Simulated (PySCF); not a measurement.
Precursor series Zn Cl-Br. All species are isolated molecules in the gas phase.

The HOMO from two functionals at the same geometries (r2SCAN-D4/def2-SVP), both in PySCF: PBE-D3(BJ)/def2-TZVP and B3LYP-D3(BJ)/def2-TZVP. B3LYP has the VWN-RPA correlation part, as in Gaussian. 

```tsv
species	B3LYP-D3(BJ)/def2-TZVP (eV)
0 of 2 Cl replaced by Br ([Zn(Cl)2])	-8.86
1 of 2 Cl replaced by Br	-8.48
2 of 2 Cl replaced by Br ([Zn(Br)2])	-8.31
```

Question: What does PBE-D3(BJ)/def2-TZVP give for each?

Answer: 
- 0 of 2 Cl replaced by Br ([Zn(Cl)2]): -7.75
- 1 of 2 Cl replaced by Br: -7.47
- 2 of 2 Cl replaced by Br ([Zn(Br)2]): -7.32
Over these rows, drawn at random from the members with no instability flagged (it was tested for open shells, ions and some series alone), PBE minus B3LYP-D3(BJ): mean +1.04 eV, from +0.99 eV to +1.11 eV.
